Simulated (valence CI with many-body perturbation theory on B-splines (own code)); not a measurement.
Ag XLII in brief

Level of theory: valence CI with perturbative core correlation (CI+MBPT): four valence electrons over a frozen Dirac-Fock core [He], a basis of 11 s, 11 p, 9 d, 7 f, 5 g, 2 h, 1 i functions for each j, with the one-electron correlation potential Σ1 (screened to all orders), the two-electron term Σ2, the three-electron term Σ3, Breit, model QED; selected single and double excitations, second order for the rest (own B-spline code, finite nucleus).

No measured spectrum was set against this ion. As an estimate, large intervals hold to a few tenths of a per cent, small ones and those within an open d or f shell to about a per cent. Among the levels kept, up to 290 cm⁻¹ of a level comes from second order outside the variational space, and about a tenth of that is noise between levels of different J, which matters for small intervals.

Levels are named by their leading jj configuration (3d3/2^4 stands for four electrons in 3d with j = 3/2), which in mixed levels can hold well under half, so a name can repeat and another be missing.

Rates and lifetimes use the calculated energies. Strong lines usually hold to 10 to 20 %, long lifetimes can be off by a factor of two.

(1) What is the ground level?

(2) What is the ionisation energy?

(3) Name the longest-lived excited levels whose lifetime is computed, and their main decay.

(4) Where does the other parity begin?

(5) What are the static dipole polarisabilities of the lowest levels?

Answers

(1) (2s^2 2p1/2^2) J=0, composition 73 % 2s2 2p2 3P + 27 % 2s2 2p2 1S.

(2) 6562.9 eV; NIST lists 6551 ± 7 eV (semi-empirical).

(3) (2s^2 2p1/2 2p3/2) J=2 at 13.91 Ry lives 27.9 μs, mostly by E2 to (2s^2 2p1/2^2) J=0; (2s^2 2p1/2 2p3/2) J=1 at 12.89 Ry lives 27.3 ns, mostly by M1 to (2s^2 2p1/2^2) J=0; (2s^2 2p3/2^2) J=2 at 27.54 Ry lives 13.4 ns, mostly by M1 to (2s^2 2p1/2 2p3/2) J=1.

(4) At (2s 2p1/2^2 2p3/2) J=2, 23.98 Ry.

(5) (2s^2 2p1/2^2) J=0 0.000873 bohr³, of which the core gives 1.68e-06.
